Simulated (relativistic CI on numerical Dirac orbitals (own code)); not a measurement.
**Ir3+ (5d6) in a crystal field**

Calculated by Dirac-Coulomb-Breit CI, separate exchange-only KLI orbitals for each configuration, QED by a radiative potential, valence Slater integrals scaled by 0.9, one configuration in a parametric crystal field (own radial code). With so little scaling, terms lie 10 to 35 % too far apart, which can change the order of excited levels.

Field parameters in Wybourne normalisation: Oh B⁴₀ = 21Dq, B⁴₄ = √(5/14) B⁴₀. The field is a parameter set, without covalency.

S is read from ⟨S²⟩ = S(S + 1).

Site symmetry Oh; labels are those of the double group. Computed levels in cm⁻¹ above the lowest, in rising order:

| Δ (size of 10Dq) | Lowest | No. 2 | No. 3 | No. 4 | No. 5 | No. 6 | No. 7 | No. 8 |
| --- | --- | --- | --- | --- | --- | --- | --- | --- |
| 7000 | T2 | 170 E | 463 A1 | 568 T1 | 4071 T2 | 4657 T1 | 9036 E | 9852 T2 |
| 12600 | A1 | 1947 E | 2527 T2 | 2618 T1 | 5290 T2 | 6790 T1 | 8101 A1 | 11338 E |
| 18250 | A1 | 7205 E | 8226 T1 | 8651 T2 | 11039 T2 | 12701 A1 | 13228 T1 | 15941 E |
| 23850 | A1 | 12937 E | 14233 T2 | 14325 T1 | 18836 A1 | 19687 T2 | 19981 T1 | 22172 E |
| 29450 | A1 | 18524 E | 19615 T2 | 20167 T1 | 24607 A1 | 25767 T1 | 27791 E | 28242 T2 |
| 35050 | A1 | 24047 E | 25013 T2 | 25843 T1 | 30088 A1 | 31293 T1 | 33218 E | 34561 T2 |
| 40650 | A1 | 29563 E | 30448 T2 | 31450 T1 | 35487 A1 | 36783 T1 | 38658 E | 40137 T2 |

Ground-state S against |10Dq| in cm⁻¹: 7000: 1.91, 12600: 1.13, 18250: 0.59, 23850: 0.36, 29450: 0.24, 35050: 0.17, 40650: 0.13.

The spin changes between |10Dq| = 7000 and 12600 cm⁻¹.
